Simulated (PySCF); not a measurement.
## How methods differ on the ionisation energy of Ca

Ca [Ar] 4s2 (1S) → Ca⁺ [Ar] 4s1 (2S), as a difference of total energies. Computed with PySCF 2.14 in x2c-TZVPall (6s5p3d, 36 functions), with the spin-free X2C one-electron Hamiltonian (Gaussian nucleus). Correlated levels: valence: [Ar] frozen. The calculations carry no spin-orbit coupling.

```tsv
method	ionisation energy (eV)	error (eV)
UHF	5.139	-0.974
PBE	6.097	-0.016
M06-L	6.110	-0.003
MP2 (valence)	5.641	-0.472
SCS-MP2 (valence)	5.742	-0.371
CCSD (valence)	5.906	-0.207
```

Reference: 6.113 eV (measured; NIST Atomic Spectra Database, ionization energies).

Errors of the correlated levels include the incompleteness of this basis and the frozen core.

With two correlated electrons CCSD is exact in that space.
